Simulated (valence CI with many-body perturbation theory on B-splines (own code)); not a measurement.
E1 transitions of As XX

Method: configuration interaction combined with many-body perturbation theory (CI+MBPT): four valence electrons over a frozen Dirac-Fock core [Ne], radial functions for each j: 11 s, 11 p, 9 d, 7 f, 5 g, 2 h, 1 i, with the one-electron correlation potential Σ1, the two-electron term Σ2, the three-electron term Σ3, Breit, model QED; selected CI, second order for the rest (own B-spline code, finite nucleus).

No measured levels were compared; by estimate levels of excited configurations hold to 0.05 to 0.15 % of their energy, terms of the ground configuration to about 0.5 %.

Lines 51 to 100 of 216 in falling wavelength, among levels below 1278100 cm⁻¹, chosen from the strongest by gf and those to the six lowest levels. Wavelengths and rates use the calculated energies, so an error of 300 cm⁻¹ moves a line at 19.83 nm by 0.059 % and its rate by three times that or more. Electric multipoles are in the length gauge, E1 and E2 with the static RPA response of the core. Weak lines are less certain than strong ones. Lines between different terms over intervals too small for the method are left out, as are lines whose strength nearly cancels. Where a level lies close to another of its J and parity, the split of strength between their lines is uncertain. The highest levels of a list are the least certain.

Names give the largest LS component (configuration and term), which can be under half, so a name can repeat, a term be missing and a line seem to break the LS rules; names also repeat where a configuration has a term twice. Letters in brackets count levels of one name in rising energy.

| λ vac (nm) | Upper | Lower | A (s⁻¹) | log gf | Branch % |
| --- | --- | --- | --- | --- | --- |
| 19.83 | 3s.3p2.3d 3P_1 [b] | 3s2.3p.3d 3P°_2 [a] | 4.66e+09 | -1.08 | 6.6 |
| 19.70 | 3s.3p3 3P°_0 | 3s2.3p2 3P_1 | 9.34e+09 | -1.26 | 100.0 |
| 19.66 | 3s.3p2.3d 3G_3 | 3s2.3p.3d 3F°_2 | 1.34e+10 | -0.27 | 64.9 |
| 19.50 | 3s.3p3 3P°_1 | 3s2.3p2 3P_1 | 6.88e+09 | -0.93 | 66.1 |
| 19.44 | 3s.3p3 3P°_2 | 3s2.3p2 3P_1 | 8.48e+07 | -2.62 | 1.0 |
| 19.44 | 3s.3p2.3d 1G_4 | 3s2.3p.3d 3F°_3 | 1.42e+09 | -1.14 | 12.8 |
| 19.37 | 3s.3p2.3d 3D_2 [d] | 3s2.3p.3d 3D°_1 | 6.27e+09 | -0.75 | 7.4 |
| 19.35 | 3s.3p2.3d 3P_2 [b] | 3s2.3p.3d 3P°_2 [a] | 1.57e+09 | -1.36 | 2.1 |
| 19.32 | 3s.3p2.3d 3D_2 [a] | 3s2.3p.3d 3F°_2 | 5.80e+09 | -0.79 | 11.5 |
| 19.14 | 3s.3p2.3d 1F_3 | 3s2.3p.3d 3F°_3 | 3.11e+09 | -0.92 | 6.0 |
| 19.14 | 3s.3p2.3d 3P_2 [a] | 3s.3p3 1D°_2 | 1.64e+09 | -1.35 | 2.2 |
| 19.10 | 3p4 3P_1 | 3s.3p3 3D°_2 | 5.93e+09 | -1.01 | 40.7 |
| 19.10 | 3s.3p2.3d 3D_3 [b] | 3s2.3p.3d 3P°_2 [a] | 3.72e+09 | -0.85 | 8.7 |
| 19.07 | 3p4 1D_2 | 3s.3p3 3D°_3 | 1.67e+09 | -1.34 | 15.0 |
| 19.05 | 3p4 3P_0 | 3s.3p3 3D°_1 | 1.10e+10 | -1.22 | 60.8 |
| 19.02 | 3s.3p2.3d 3D_2 [b] | 3s2.3p.3d 3F°_3 | 1.99e+09 | -1.27 | 2.4 |
| 18.99 | 3p4 3P_1 | 3s.3p3 3D°_1 | 3.41e+09 | -1.26 | 23.4 |
| 18.94 | 3s.3p2.3d 3D_3 [a] | 3s2.3p.3d 3F°_2 | 1.92e+09 | -1.14 | 3.5 |
| 18.78 | 3s.3p3 3S°_1 | 3s2.3p2 1D_2 | 3.36e+06 | -4.27 | 0.0 |
| 18.75 | 3s.3p2.3d 3F_4 [b] | 3s2.3p.3d 3F°_4 | 1.83e+09 | -1.06 | 2.1 |
| 18.68 | 3s.3p3 1P°_1 | 3s2.3p2 1S_0 | 7.44e+09 | -0.93 | 9.2 |
| 18.50 | 3s2.3p.3d 3F°_2 | 3s2.3p2 1D_2 | 1.92e+09 | -1.31 | 39.0 |
| 18.43 | 3s.3p3 1D°_2 | 3s2.3p2 3P_2 | 3.29e+07 | -3.08 | 0.4 |
| 18.43 | 3s.3p2.3d 3F_3 [b] | 3s2.3p.3d 3F°_3 | 3.94e+09 | -0.85 | 4.7 |
| 18.39 | 3s.3p2.3d 1F_3 | 3s2.3p.3d 3F°_2 | 1.30e+09 | -1.34 | 2.5 |
| 18.28 | 3s.3p2.3d 3D_2 [b] | 3s2.3p.3d 3F°_2 | 4.95e+09 | -0.91 | 6.0 |
| 18.06 | 3s.3p3 3P°_1 | 3s2.3p2 3P_0 | 2.51e+09 | -1.43 | 24.1 |
| 17.80 | 3s2.3p.3d 3F°_3 | 3s2.3p2 1D_2 | 1.60e+05 | -5.28 | 0.0 |
| 17.74 | 3s.3p3 1D°_2 | 3s2.3p2 3P_1 | 4.52e+08 | -1.97 | 5.7 |
| 17.66 | 3s.3p2.3d 3D_1 [b] | 3s2.3p.3d 3F°_2 | 3.23e+09 | -1.34 | 4.7 |
| 17.58 | 3s.3p2.3d 1P_1 | 3s2.3p.3d 3F°_2 | 1.29e+10 | -0.75 | 16.4 |
| 17.58 | 3s.3p2.3d 3G_3 | 3s.3p3 1D°_2 | 4.46e+09 | -0.84 | 21.7 |
| 17.55 | 3s2.3p.3d 3D°_1 | 3s2.3p2 1S_0 | 6.06e+06 | -4.08 | 0.0 |
| 17.43 | 3s.3p2.3d 3P_2 [a] | 3s.3p3 3P°_1 | 2.19e+09 | -1.30 | 2.9 |
| 17.40 | 3s.3p2.3d 3D_2 [c] | 3s2.3p.3d 3F°_2 | 2.30e+09 | -1.28 | 3.8 |
| 17.40 | 3s.3p2.3d 3P_2 [b] | 3s2.3p.3d 3F°_3 | 7.38e+09 | -0.78 | 9.9 |
| 17.31 | 3p4 3P_2 | 3s.3p3 5S°_2 | 2.72e+08 | -2.21 | 1.8 |
| 17.06 | 3s.3p2.3d 3D_2 [d] | 3s2.3p.3d 3F°_3 | 1.27e+10 | -0.56 | 14.9 |
| 17.00 | 3s.3p2.3d 3D_3 [a] | 3s.3p3 1D°_2 | 3.80e+09 | -0.94 | 6.9 |
| 16.81 | 3s.3p3 3S°_1 | 3s2.3p2 3P_2 | 5.93e+10 | -0.12 | 60.9 |
| 16.77 | 3s.3p2.3d 3P_2 [b] | 3s2.3p.3d 3F°_2 | 2.73e+09 | -1.24 | 3.7 |
| 16.74 | 3s.3p3 1P°_1 | 3s2.3p2 1D_2 | 5.09e+10 | -0.19 | 63.1 |
| 16.67 | 3s.3p2.3d 3P_1 [a] | 3s.3p3 3P°_2 | 1.58e+10 | -0.70 | 20.4 |
| 16.59 | 3s2.3p.3d 3F°_2 | 3s2.3p2 3P_2 | 2.04e+09 | -1.38 | 41.5 |
| 16.56 | 3s.3p2.3d 1F_3 | 3s.3p3 1D°_2 | 4.80e+09 | -0.86 | 9.2 |
| 16.48 | 3s.3p2.3d 3P_1 [a] | 3s.3p3 3P°_0 | 4.60e+09 | -1.25 | 5.9 |
| 16.46 | 3s.3p2.3d 3D_2 [d] | 3s2.3p.3d 3F°_2 | 2.62e+10 | -0.27 | 30.8 |
| 16.43 | 3s.3p2.3d 3D_1 [c] | 3s2.3p.3d 3F°_2 | 2.59e+10 | -0.50 | 31.0 |
| 16.39 | 3s.3p2.3d 5F_1 | 3s.3p3 5S°_2 | 4.78e+07 | -3.24 | 5.0 |
| 16.33 | 3s.3p2.3d 5P_3 | 3s.3p3 3D°_3 | 1.86e+09 | -1.28 | 2.5 |
